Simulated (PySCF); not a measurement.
## Electronic structure of Ar (argon, neutral) at the UHF level

Configuration: [Ar], closed-shell 1S. Calculation: PySCF 2.14, in cc-pVDZ-DK; scalar relativity by spin-free X2C-1e.

```
Total energy                        : -528.606011 hartree
One-electron energy                 : -730.7298 hartree
Hartree (Coulomb) energy            : 232.4783 hartree
Exchange energy                     : -30.3545 hartree
⟨S²⟩                                : 0.0000
⟨L²⟩                                : 0.000
Sum of ⟨r⟩                          : 16.01 bohr
Sum of ⟨r²⟩                         : 25.74 bohr²
Langevin diamagnetic susceptibility : -20.4 ×10⁻⁶ cm³/mol
Time after the integrals            : 0.04 s of wall time on 1 thread of Neoverse-V1 (shared host)
```

```json
{"shell": "1s", "electrons": "2", "mean orbital energy (hartree)": "-119.08315", "rms radius, mean of both spins (bohr)": "0.0991"}
{"shell": "2s", "electrons": "2", "mean orbital energy (hartree)": "-12.40461", "rms radius, mean of both spins (bohr)": "0.446"}
{"shell": "2p", "electrons": "6", "mean orbital energy (hartree)": "-9.56934", "rms radius, mean of both spins (bohr)": "0.417"}
{"shell": "3s", "electrons": "2", "mean orbital energy (hartree)": "-1.28337", "rms radius, mean of both spins (bohr)": "1.52"}
{"shell": "3p", "electrons": "6", "mean orbital energy (hartree)": "-0.58732", "rms radius, mean of both spins (bohr)": "1.81"}
```

Densities and radii are taken from the X2C orbitals without a picture-change correction, which distorts them close to the nucleus.
